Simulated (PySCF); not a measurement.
B(H)2(Me) (CH5B), SMILES BC.

The structure is a stationary point at B3LYP-D3(BJ)/def2-TZVP.

Computed with PySCF with M06-2X/def2-TZVPD.

Symmetry labels are those of the subgroup Cs that the program uses (full group Cs).

Task: List the valence orbital energies around the gap with their symmetry. (An estimate is asked for; the answer gives what the named calculation found.)

Result: 
| orbital | symmetry | energy (eV) |
|---|---|---|
| HOMO−7 | A' | -285.99 |
| HOMO−6 | A' | -191.68 |
| HOMO−5 | A' | -21.62 |
| HOMO−4 | A' | -15.13 |
| HOMO−3 | A" | -13.13 |
| HOMO−2 | A' | -12.62 |
| HOMO−1 | A' | -10.73 |
| HOMO | A" | -10.34 |
| LUMO | A' | -0.33 |
| LUMO+1 | A' | 0.30 |
| LUMO+2 | A' | 1.06 |
| LUMO+3 | A" | 2.08 |
